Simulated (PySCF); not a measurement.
# WF and its ions

PBE; basis W def2-TZVPPD with ECP60, F def2-TZVPPD; scalar-relativistic core potentials; PySCF 2.14. Neutral (UKS): sextet (σ ↑, π ↑↑, δ ↑↑), Re = 1.901 Å, ωe = 622 cm⁻¹, HOMO -4.44 eV, LUMO -3.11 eV.

WF⁺ (UKS): quintet (σ ↑, π ↑, δ ↑↑), Re = 1.796 Å, ωe = 764 cm⁻¹. The energies at the minima are -166.84363 hartree for WF and -166.54501 for WF⁺.

Q: Work out the adiabatic ionisation energy, without and with harmonic zero-point energies (1 hartree = 27.2114 eV, 1 eV = 8065.5 cm⁻¹), and the change of the bond length.

A: At PBE: 0.29862 hartree = 8.126 eV between the minima; the zero-point term (764.0 − 622.0)/2 cm⁻¹ = +0.009 eV makes it 8.135 eV. Re changes by -10.5 pm against the neutral. The electron leaves a π orbital, and the shorter bond of the ion fits an antibonding orbital, or a change in how ionic the bond is.

WF⁻ (UKS): quintet (π ↑↑, δ ↑↑), Re = 1.939 Å, ωe = 534 cm⁻¹. The energies at the minima are -166.84363 hartree for WF and -166.88138 for WF⁻.

Q: Work out the adiabatic electron affinity, without and with harmonic zero-point energies (1 hartree = 27.2114 eV, 1 eV = 8065.5 cm⁻¹), and the change of the bond length.

A: At PBE: 0.03775 hartree = 1.027 eV between the minima; the zero-point term (622.0 − 534.0)/2 cm⁻¹ = +0.005 eV makes it 1.033 eV. Re changes by +3.8 pm against the neutral. The electron enters a σ orbital, and the longer bond of the ion fits an antibonding orbital, or a change in how ionic the bond is.

De is left out where the level can put another filling of the metal’s s and d shells below the measured ground configuration, by anything from nothing to about 1 eV. These are scalar-relativistic numbers at best; spin–orbit coupling would shift them, the dissociation energy most. The highest Kohn–Sham level is positive in this anion. Much of that is self-interaction error, but it also means that the finite basis helps to hold the extra electron. With d or f electrons several states lie close, and the lowest PBE0 determinant need not be the measured ground state.
